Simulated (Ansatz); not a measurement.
`[AlH2][O]/C=N\[SiH3]` + `C[Si](O)(F)F` → `C[Si](F)(F)[O][AlH2]` + `O/C=N/[SiH3]`  (ligand exchange at the Al–O bond)

Isolated molecules relaxed with PBE0-D4/def2-TZVP in Ansatz; ΔE leaves out vibrations. CCSD(T)/CBS adds triple-zeta CCSD(T) − MP2 to the extrapolated MP2 energy (def2 sets, frozen cores). Double bonds are as drawn, so ΔE can hold a change between cis and trans. Functionals use def2-TZVPP. B3LYP here is the variant with VWN-RPA as its local correlation; programs differ in this. Each species was taken in one conformer, which may not be the lowest.

| level | ΔE (kcal/mol) | difference from CCSD(T)/CBS |
| --- | --- | --- |
| PBE0-D4 | -11.3 | 0.0 |
| B3LYP-D4 | -11.1 | 0.2 |
| ωB97X-V | -11.3 | 0.0 |
| ωB97M-V | -11.2 | 0.1 |
| B2PLYP | -11.4 | -0.1 |
| r2SCAN | -11.4 | -0.1 |
| B3LYP | -11.4 | -0.1 |
| HF/def2-TZVPP | -13.1 | -1.8 |
| SCS-MP2/def2-TZVPP | -11.4 | -0.1 |
| CCSD/def2-TZVPP | -11.5 | -0.2 |
| CCSD(T)/def2-TZVPP | -11.1 | 0.2 |
| HF/def2-QZVPP | -13.3 | -2.0 |
| MP2/def2-QZVPP | -11.3 | 0.0 |
| SCS-MP2/def2-QZVPP | -11.5 | -0.2 |
| HF/CBS(def2) | -13.4 | -2.1 |
| MP2/CBS(def2) | -11.3 | 0.0 |
| CCSD(T)/CBS | -11.3 | 0 |

Largest T1 diagnostic among the species: 0.015.

In def2-TZVPP, CCSD(T) changes the Hartree–Fock value by +1.9 kcal/mol (the triples alone add +0.3 kcal/mol) and MP2 by +1.9 kcal/mol.
